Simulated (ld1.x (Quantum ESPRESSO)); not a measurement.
## Transferability test, TM potential for zirconium

* Element: zirconium (Zr)
* Generator: ld1.x (Quantum ESPRESSO) 7.5
* Type: norm-conserving Troullier–Martins (Kleinman–Bylander form)
* Functional: PBEsol
* Relativity: scalar-relativistic
* Frozen core: [Kr]
* Valence charge: 4
* Reference configuration: 4d2 5s1.75 5p0.25
* Partial waves: 5s (bound): rc 3.50 bohr; 5p (bound): rc 3.50 bohr; 4d (bound): rc 1.95 bohr
* Local potential: all-electron potential smoothed inside 1.55 bohr (lloc = -2)
* Core correction: Bessel-smoothed model core, default radius (core density twice the valence density)

Energies are relative to the spin-unpolarised reference configuration 4d2 5s1.75 5p0.25; without spin polarisation the order of configurations can differ from experiment.

```tsv
valence configuration	charge	ΔE all-electron (eV)	error AE − PS (meV)
4d2 5s2 5p0	0	-0.756	-0.2
4d2 5s0 5p0	+2	19.323	-43
4d1 5s2 5p0	+1	6.925	-100
4d1 5s0 5p0	+3	41.908	-268
4d2 5s1.5 5p0	+0.5	2.139	-1.2
```

Question: What are ΔE and the potential's error for 4d3 5s1 5p0?

Answer: ΔE = 0.452 eV all-electron; the error (AE − PS) is -66 meV.

Question: What are ΔE and the potential's error for 4d2 5s1 5p0?

Answer: ΔE = 6.414 eV all-electron; the error (AE − PS) is -5.2 meV.

Levels in the configuration 4d2 5s1 5p0:

| level | all-electron (eV) | pseudo (eV) |
| --- | --- | --- |
| 4d | -10.004 | -9.979 |
| 5s | -9.976 | -9.988 |

Note: ghost states, extra bound levels that the all-electron valence spectrum of the same l lacks: s at -39.2 eV, p at -5.8 eV. A true bound ghost makes a file unfit for plane-wave use.
